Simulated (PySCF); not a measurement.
Electron correlation in Nb³⁺ (niobium, charge +3)

[Kr] 4d2, high-spin 3F determinant. Computed with PySCF 2.14 in def2-TZVPPD with the def2 core potential (28 electrons) (6s4p3d2f1g, 56 functions), with scalar relativity through the core potential. Frozen: nothing; 10 electrons correlated.

| level | correlation energy (mhartree) |
| --- | --- |
| CCSD | -230.45 |
| (T) | -4.23 |
| CCSD(T) | -234.68 |

Diagnostics: T1 = 0.0042, D1 = 0.0094, largest double amplitude 0.026.

Cost of the coupled-cluster step: roughly 11 core-seconds, for 10 correlated electrons.

Iterations:

```
CC2 = 0
CCSD nocc = (np.int64(6), np.int64(4)), nmo = (56, 56)
frozen orbitals [[], []]
max_cycle = 100
direct = 0
conv_tol = 1e-08
conv_tol_normt = 1e-06
diis_space = 8
diis_start_cycle = 0
Init t2, MP2 energy = -0.212446806749508
Init E_corr(UCCSD) = -0.212446806757455
cycle = 1  E_corr(UCCSD) = -0.226851903470786  dE = -0.0144050967  norm(t1,t2) = 0.0265467
cycle = 2  E_corr(UCCSD) = -0.229703762769255  dE = -0.0028518593  norm(t1,t2) = 0.00599427
cycle = 3  E_corr(UCCSD) = -0.230462835880818  dE = -0.000759073112  norm(t1,t2) = 0.00165227
cycle = 4  E_corr(UCCSD) = -0.230454448385171  dE = 8.38749565e-06  norm(t1,t2) = 0.000118947
cycle = 5  E_corr(UCCSD) = -0.230451249647297  dE = 3.19873787e-06  norm(t1,t2) = 1.99051e-05
cycle = 6  E_corr(UCCSD) = -0.230451554290647  dE = -3.0464335e-07  norm(t1,t2) = 2.94805e-06
cycle = 7  E_corr(UCCSD) = -0.230451571743004  dE = -1.74523573e-08  norm(t1,t2) = 3.7347e-07
cycle = 8  E_corr(UCCSD) = -0.230451569269918  dE = 2.47308654e-09  norm(t1,t2) = 5.97959e-08
UCCSD converged
E(UCCSD) = -54.96837684772863  E_corr = -0.2304515692699177
UCCSD(T) correction = -0.00423446421760803
```

The basis has no tight functions for the innermost shells, so their pair energies are far from complete.

This basis was not built for core-valence correlation, so the inner-shell part is incomplete.
